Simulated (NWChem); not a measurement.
# GaNH3F; SMILES [NH2][GaH][F]

```xyz
6

Ga    -0.3213    -0.0527     0.0076
H     -1.8698    -0.1951    -0.0614
F      0.6731    -1.5084    -0.0063
N      0.6544     1.4807     0.0260
H      1.6547     1.4740     0.1774
H      0.2415     2.3901     0.1837
```
Atoms are numbered in this order, from 1.

The geometry was optimised at B3LYP/6-31G* (spherical d).

Q: Give the principal values of the shielding tensors (ppm) of Ga1, F3, N4 from LDA (Slater exchange, VWN5)/pcSseg-1, GIAO (NWChem), with their diamagnetic and paramagnetic parts as GIAO splits them.

A: 
```csv
atom,σ11,σ22,σ33,isotropic,diamagnetic,paramagnetic
Ga1,1131.8,1227.3,1554.5,1304.5,2640.9,-1336.4
F3,139.9,354.5,379.3,291.2,476.8,-185.5
N4,122.5,215.3,269.6,202.5,319.3,-116.8
```
